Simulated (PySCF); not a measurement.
C₄H₁₂OSSi₂.
SMILES with atom numbers: `[SiH3:1][C@@H:2]([O:3][SiH2:4][SH:5])[CH:6]1[CH2:7][CH2:8]1`

NICS = −σ at a ghost point: NICS(0) at the centroid of the ring atoms, NICS(1) 1 Å to either side along the normal of their mean plane, zz for the tensor component along that normal. Level: GIAO PBE0/pcSseg-1 (PySCF, non-relativistic, gas phase) on the GFN2-xTB geometry, one conformer.

Ring bond lengths (Å), with Mayer bond orders in brackets: C6–C7 1.501 (0.94), C7–C8 1.499 (0.98), C8–C6 1.497 (0.94).

Task: What do the NICS probes read (ppm)?

Result: 
```csv
ring,type,NICS(0),"NICS(1), two faces","NICS(1)zz, two faces",rms pucker (Å),"centre to ring atoms, mean (Å)"
C6–C7–C8,3-membered carbocycle; formal bonds all single,-43.9,-8.8 / -8.6,-20.9 / -23.2,0.00,0.87
```

Task: What can be read from them?

Result: 
- C6–C7–C8: mean NICS(1)zz -22.0 ppm, shielded. C6, C7, C8 have four or more neighbours, and the NICS criterion for π rings isn't applied. NICS(0) lies 35 ppm below the mean NICS(1).

Task: Give the inner angles of the rings and the Hirshfeld charges of the ring atoms.

Result: 
- C6–C7–C8: C6 60.0° (-0.048 e), C7 59.9° (-0.087 e), C8 60.1° (-0.083 e); sum 180.0° against 180° for a flat convex ring.

Task: How shielded are the nuclei of the rings and their hydrogens (means over atoms taken as equivalent)?

Result: 
```
  atoms                 environment  σ isotropic (ppm)  principal values of the symmetric part, first atom (ppm)
     C6  three-membered-ring carbon              168.2                                       138.1, 154.0, 212.4
     C7  three-membered-ring carbon              176.0                                       142.2, 174.5, 211.3
     C8  three-membered-ring carbon              182.6                                       156.6, 179.3, 211.7
H on C6            methine hydrogen              30.62                                          24.9, 28.7, 38.2
H on C7          methylene hydrogen              31.50                                          27.1, 28.2, 39.2
H on C7          methylene hydrogen              30.97                                          25.6, 26.3, 41.1
H on C8          methylene hydrogen              31.64                                          26.1, 28.9, 39.9
H on C8          methylene hydrogen              31.04                                          25.5, 26.2, 41.4
```

The values belong to the conformer `[SiH3:1][C@@H:2]([O:3][SiH2:4][SH:5])[CH:6]1[CH2:7][CH2:8]1`: Si1–C2–O3–Si4 180°, C2–O3–Si4–S5 177°, Si1–C2–C6–C7 154°, H–S5–Si4–O3 -18°.
